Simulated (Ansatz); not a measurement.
`O[SiH](F)O[SiH2]Cl` + `O=C=N[SiH2]F` → `O=C=N[SiH2]Cl` + `O[SiH](F)O[SiH2]F`  (redistribution)

Gas-phase electronic energies from Ansatz, PBE0-D4/def2-TZVP geometries. CCSD(T)/CBS is the MP2 limit (def2-TZVPP, def2-QZVPP) plus CCSD(T) − MP2 in def2-TZVPP, frozen cores. This one scheme is used for every species. Functionals use def2-TZVPP. One conformer a species, not always the lowest.

| species | LDA (SPW92) energy (Eh) |
| --- | --- |
| `O[SiH](F)O[SiH2]Cl` | -1286.78375 |
| `O=C=N[SiH2]F` | -555.73757 |
| `O=C=N[SiH2]Cl` | -915.19658 |
| `O[SiH](F)O[SiH2]F` | -927.32331 |

(1) Work out ΔE.

Largest T1 diagnostic among the species: 0.015.

## Answers

(1) ΔE = (-915.19658) + (-927.32331) − (-1286.78375) − (-555.73757) = 0.00143 Eh = +0.9 kcal/mol. CCSD(T)/CBS gives +0.3 kcal/mol.

The D4 term adds +0.8 kcal/mol with B3LYP and +0.4 kcal/mol with PBE0; it sums over pairs of atoms, weighted by their polarisabilities, and B3LYP, whose exchange is more repulsive, gets the larger term. Leaving LDA and LC-ωPBE aside and taking each functional with its dispersion term where it has one, the values, not all of them listed here, spread over 0.8 kcal/mol, from B2PLYP to BLYP-D4. LDA lies +0.8 kcal/mol from PBE without D4.

B3LYP here is the variant with VWN-RPA as its local correlation; programs differ in this.
